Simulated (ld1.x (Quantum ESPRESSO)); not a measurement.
## Sm, TM: configuration errors across variants

Sm, norm-conserving Troullier–Martins (Kleinman–Bylander form), made with ld1.x (Quantum ESPRESSO) 7.5 (PBE, fully relativistic). Core [Xe] 4f5, reference 5d1 6s1 6p0 (charge +1). Waves: 6s (bound): rc 3.60 bohr; 5d (bound): rc 2.75 bohr; 6p (bound, empty): rc 3.65 bohr. Local part: the p channel. Core correction: a·sin(br)/r model core, default radius (core density twice the valence density).

Open shells are filled in proportion to 2j + 1 (rel_dist='average').

All-electron excitation energies from the reference (eV): (1) 5d1 6s2 6p0 -6.454; (2) 5d1 6s0 6p0 11.769; (3) 5d1 6s1.5 6p0 -3.856; (4) 5d2 6s0 6p0 0.758; (5) 5d1 6s0 6p2 -0.899; (6) 5d1.5 6s1.5 6p0 -5.776; (7) 5d0 6s2 6p0 -0.238.

The default core radius of the base comes out at 2.55 bohr.

3 further variants failed, have other tests or another functional or relativity, and are left out.

A true bound ghost makes a file unfit for plane-wave use even where its test errors are small: the radial tests pick states by their node count and pass the ghost by.

Errors AE − PS in meV (a dash: test not solved or not reliable):

```csv
change,(1),(2),(3),(4),(5),(6),(7),bound ghosts
base,+0.2,-22,-0.5,-77,-30,-19,-66,none
wave 6s (bound): rc 3.60 bohr becomes 6s (bound): rc 4.84 bohr,-1.9,-64,-2.0,-27,-53,-14,+1.9,none
wave 6p (bound): rc 3.65 bohr becomes 6p (bound): rc 2.76 bohr,-4.9,-19,-1.8,-72,-74,-24,-85,"s, p3/2 (extra level of the local part), p1/2 (extra level of the local part)"
wave 5d (bound): rc 2.75 bohr becomes 5d (bound): rc 2.74 bohr,+0.1,-22,-0.5,-77,-30,-19,-67,none
"all radii but the core radius scaled by about 1.17 (s 4.20, p 4.26, d 3.22 bohr)",-5.0,-33,-2.2,-55,-36,-25,-46,none
```

Question: Give the same row for: core correction a·sin(br)/r model core inside 2.16 bohr.

Answer: -1.3, -27, -0.9, -95, -31, -21, -94; bound ghosts: none.
